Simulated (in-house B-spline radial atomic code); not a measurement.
**RPA and G0W0 on BHandHLYP: Hf4+**

Configuration [Xe] 4f14, mean-field start BHandHLYP. Computed with an all-electron radial atomic-structure program (B-spline basis): all electrons, scalar-relativistic (spin-free one-electron X2C), finite nucleus, each spin shell either full or empty, empty states to l = 9 with an (l + 1/2)⁻⁴ tail; G0W0 by contour deformation at full frequency.

Without the two-electron picture change, the correlation of inner shells comes somewhat too large for so heavy an element.

Command:
```bash
python run_gw.py task.json out
```
Settings (radii: box in bohr, nucleus in fm):
```
Z                        72
electrons                68
configuration            [Xe] 4f14
hamiltonian              x2c
method                   bhandhlyp
lmax                     9
rms_radius               5.347
spin_polarised           False
box_radius               11.96
intervals                67
```

Cost of the run: 2.9 s on 1 thread of AMD EPYC 9R14, with other jobs on the host.

Energies (hartree):

```tsv
term	value
mean-field total	-15075.69922
Hartree-Fock functional on these orbitals	-15070.85963
direct second order	-7.1451
second-order exchange	1.7672
SOSEX correction	1.6407
```

(1) What is the RPA correlation energy, and what remains with SOSEX?

Quasi-particle levels (eV):

```csv
level,occupied,mean field,Σx - vxc,Σc,QP weight,G0W0
4f,yes,-65.43,-7.73,?,?,?
5p,yes,-80.04,-3.63,-0.67,0.962,-84.35
5d,no,-35.75,3.99,-1.49,0.978,-33.25
```

G0W0 = mean field + (Σx - vxc) + Σc, with Σc (partial-wave tail included) taken at the quasi-particle energy. Only the outer levels were computed. Levels of low weight are left out.

(2) Where does G0W0 put 4f?

Results:

(1) RPA gives -6.1192 hartree (-2.45 eV per electron); RPA + SOSEX gives -4.4784, and the second-order doubles -5.3779 hartree (no singles). SOSEX takes back 27 % of the RPA value.

(2) At -69.33 eV, with Σc = 3.83 eV and a quasi-particle weight of 0.934. The tabulated removal energy is 68.37 ± 0.04 eV (NIST, semi-empirical); the calculation leaves out spin-orbit coupling, Breit and QED terms, and what these don't explain is the method's own error.
